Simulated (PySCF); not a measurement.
IF₂⁻ at several levels of theory

All levels use the PBE0 minimum (singlet; I–F 2.082 Å (×2); F–I–F 180.0°), basis [I def2-TZVPD with ECP28, F def2-TZVPD], scalar-relativistic core potentials, density fitting, no spin–orbit coupling, PySCF. For vertical energies the ionised species is a doublet (spins chosen at PBE0 and kept). Open shells are unrestricted, also as the reference of the correlated levels. A dash marks a value that was not computed or is not defined at that level.

| level | vertical detachment energy (eV) | −ε(HOMO) (eV) | gap (eV) |
| --- | --- | --- | --- |
| PBE0 | 4.31 | 1.99 | 5.52 |
| HF | 4.01 | 5.02 | 9.70 |
| MP2 | ? | – | – |
| PBE | 3.95 | 0.68 | 3.48 |
| r2SCAN | 4.14 | 0.97 | 4.07 |
| B3LYP | ? | ? | ? |
| TPSSh | 4.15 | 1.29 | 4.51 |
| TPSS | 4.00 | 0.76 | 3.70 |
| wB97X | 4.41 | 4.30 | 9.30 |

Task: Fill in the row of B3LYP.

Result: vertical detachment energy (eV) 4.33, −ε(HOMO) (eV) 1.77, gap (eV) 5.07.

Task: Fill in the row of MP2.

Result: vertical detachment energy (eV) 4.46.

The lowest empty level of this anion is unbound, so it and the gap depend on the basis.
